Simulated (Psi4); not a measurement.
CH5Si (SMILES C[SiH2]), doublet, geometry from GFN2-xTB. Base run: Psi4 with HF/STO-3G.

Psi4 was given this input:
```
memory 2 GB

molecule {
0 2
  C    -0.00961888    0.08558394   -1.20792711
  Si    0.00693370    0.02337297    0.68442733
  H    -0.03432110   -0.91899655   -1.62856536
  H    -0.87992760    0.61839322   -1.58117006
  H     0.87474746    0.58217174   -1.59770913
  H    -1.21559465   -0.53605201    1.24797082
  H     1.21573735   -0.58624162    1.22505378
}

set basis sto-3g
set reference uhf

energy('scf')
print_variables()
```

Each row names what was changed in the base input (with any setting that the change needs).

```tsv
change	basis functions	E (Eh)	dipole (D)
base	19	-325.86747	0.47
basis = cc-pVDZ-DK; relativity = spin-free X2C (with scf_type pk)	57	-330.28616	0.72
basis = cc-pVTZ-DK; relativity = none (with scf_type pk)	134	-329.56153	0.78
basis = cc-pVTZ-DK; relativity = spin-free X2C (with scf_type pk)	134	-330.31593	0.78
basis = cc-pVDZ-DK; relativity = none (with scf_type pk)	57	-329.54736	0.72
```

Totals shift with the method and basis; they matter in differences.

Open shells are given as the SCF converged; they aren't shown to be the lowest states, and a large step between rows can be another state.

Basis sets contracted for a relativistic Hamiltonian are a mismatch without it, so the rows without relativity aren't non-relativistic limits. No row has spin-orbit coupling; sets with core potentials leave out the core electrons.
